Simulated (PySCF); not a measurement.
# Two-component Hartree-Fock for Cd (cadmium, neutral)

Start: [Kr] 4d10 5s2. Calculated with PySCF 2.14 in x2c-SVPall-2c with one added diffuse shell each of s, p, d type (7s10p7d1f, 79 functions): generalised Hartree-Fock with the X2C-1e Hamiltonian and a Gaussian nucleus; one run each with spin-orbit coupling (SO) switched off, then screened by Boettger's factors.

| spinor shell | electrons | ε, spin-free (eV) | ε, screened SO (eV) | weight of nominal j (screened SO) | rms radius, screened SO (bohr) |
| --- | --- | --- | --- | --- | --- |
| 1s1/2 | 2 | -26841.0 | -26838.9 | 1.000 | 0.0349 |
| 2s1/2 | 2 | -4071.7 | -4071.2 | 1.000 | 0.142 |
| 2p1/2 | 2 | -3647.3 | -3780.9 | 1.000 | 0.124 |
| 2p3/2 | 4 | -3647.3 | -3585.9 | 1.000 | 0.128 |
| 3s1/2 | 2 | -796.82 | -796.69 | 1.000 | 0.381 |
| 3p1/2 | 2 | -653.88 | -678.50 | 1.000 | 0.376 |
| 3p3/2 | 4 | -653.88 | -642.49 | 1.000 | 0.387 |
| 3d3/2 | 4 | -430.66 | -434.89 | 1.000 | 0.362 |
| 3d5/2 | 6 | -430.66 | -427.72 | 1.000 | 0.365 |
| 4s1/2 | 2 | -129.10 | -129.09 | 1.000 | 0.941 |
| 4p1/2 | 2 | -84.775 | -89.014 | 1.000 | 1.02 |
| 4p3/2 | 4 | -84.775 | -82.825 | 1.000 | 1.05 |
| 4d3/2 | 4 | -19.668 | -20.160 | 1.000 | 1.38 |
| 4d5/2 | 6 | -19.668 | -19.340 | 1.000 | 1.40 |
| 5s1/2 | 2 | -7.655 | -7.657 | 1.000 | 3.33 |

```json
{"quantity": "E (hartree)", "spin-free": "-5590.26335", "screened SO": "-5591.35617"}
{"quantity": "M_J", "spin-free": "0", "screened SO": "0"}
{"quantity": "⟨J²⟩", "spin-free": "0.000", "screened SO": "0.000"}
{"quantity": "⟨L²⟩", "spin-free": "0.000", "screened SO": "0.016"}
{"quantity": "⟨S²⟩", "spin-free": "0.000", "screened SO": "0.016"}
```

Breit and QED terms are absent; they matter most for the inner s and p1/2 levels.

Densities and radii are taken from the X2C orbitals without a picture-change correction, which distorts them close to the nucleus.

Without spin-orbit coupling the j labels of p, d and f shells carry no meaning; the spin-free column gives the mean over the occupied spinors of each nl shell.
